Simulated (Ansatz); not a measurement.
C2H7BO2S, SMILES `COB(S)OC`, relaxed with RKS PBE0-D4/def2-TZVP in Ansatz from a GFN2-xTB geometry. The force threshold is 0.005 eV/Å; the program also tests the step.

The species carries charge 0 and has multiplicity 1.

Start:

```xyz
13

C    -1.475    1.483    0.722
O    -0.555    0.557    1.266
B     0.238   -0.225    0.506
S     1.360   -1.325    1.447
O     0.192   -0.185   -0.837
C     0.958   -0.990   -1.705
H    -2.275    1.611    1.451
H    -1.880    1.119   -0.223
H    -0.975    2.439    0.552
H     0.967   -0.905    2.637
H     1.834   -1.403   -1.199
H     1.275   -0.367   -2.542
H     0.338   -1.810   -2.074
```

```csv
step,energy (eV),largest force (eV/Å),largest move (Å)
1,-17788.4863,0.845,0.000
2,-17788.5114,0.261,0.048
3,-17788.5178,0.072,0.048
4,-17788.5190,0.062,0.032
5,-17788.5208,0.136,0.087
6,-17788.5227,0.140,0.041
7,-17788.5252,0.196,0.092
8,-17788.5270,0.183,0.056
9,-17788.5300,0.182,0.091
10,-17788.5338,0.021,0.069
11,-17788.5343,0.148,0.112
12,-17788.5357,0.034,0.010
13,-17788.5363,0.003,0.028
14 (rejected),-17788.5362,0.087,0.088
15,-17788.5366,0.050,0.043
16,-17788.5366,0.074,0.071
17,-17788.5370,0.028,0.024
18,-17788.5370,0.014,0.008
19,-17788.5371,0.006,0.010
20,-17788.5371,0.003,0.016
```

End:

```xyz
13

C    -1.446    1.498    0.695
O    -0.639    0.504    1.300
B     0.167   -0.271    0.535
S     1.199   -1.546    1.345
O     0.202   -0.096   -0.811
C     1.026   -0.878   -1.648
H    -2.016    1.981    1.489
H    -2.137    1.058   -0.029
H    -0.834    2.244    0.183
H     0.761   -1.258    2.580
H     2.082   -0.746   -1.396
H     0.862   -0.551   -2.674
H     0.773   -1.940   -1.569
```

Run time 30 s (2 threads of an AMD EPYC 7R13 on a shared host and a share of an NVIDIA H100 80 GB); peak host memory 0.86 GiB.
